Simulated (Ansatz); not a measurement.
# How basis sets differ on C2H10GeN2 (Ge(NH2)2Me2)

C2H10GeN2: 15 atoms, total charge 0, spin state singlet. As SMILES, `[CH3][Ge]([CH3])([NH2])[NH2]`. Geometry: a GFN2-xTB relaxation, a rough one for these elements and not checked as a minimum. This is one conformer, not always the lowest.

```csv
atom,x (Å),y (Å),z (Å)
Ge,0.1469,-0.0044,0.1018
N,0.3014,0.1726,1.9160
H,-0.5633,0.2857,2.4248
H,0.8338,-0.5591,2.3638
N,1.8925,-0.2388,-0.3916
H,2.0634,-0.3430,-1.3809
H,2.5256,0.4641,-0.0381
C,-0.7169,1.6751,-0.5358
H,-0.6968,1.7377,-1.6201
H,-0.1978,2.5385,-0.1311
H,-1.7523,1.7215,-0.2157
C,-0.8214,-1.6275,-0.5318
H,-1.8449,-1.6373,-0.1685
H,-0.3215,-2.5237,-0.1772
H,-0.8487,-1.6615,-1.6156
```

Quantity: the HOMO–LUMO gap, in eV. The values are calculated.

```csv
level,kind,program,value (eV),CPU time
HF/STO-3G,Hartree–Fock,Ansatz,19.97,5.8 s
HF/3-21G,Hartree–Fock,Ansatz,15.96,5.7 s
HF/def2-SVP,Hartree–Fock,Ansatz,14.30,19 s
HF/def2-SVPD,Hartree–Fock,Ansatz,12.44,48 s
```

All-electron rows without a relativistic Hamiltonian named are non-relativistic. The values span 12.44 to 19.97 eV. A Hartree–Fock LUMO above zero doesn't converge with the basis: it sinks as sets grow more diffuse. Orbital gaps aren't excitation energies. CPU times are rough (shared hosts, several kinds of processor and program).
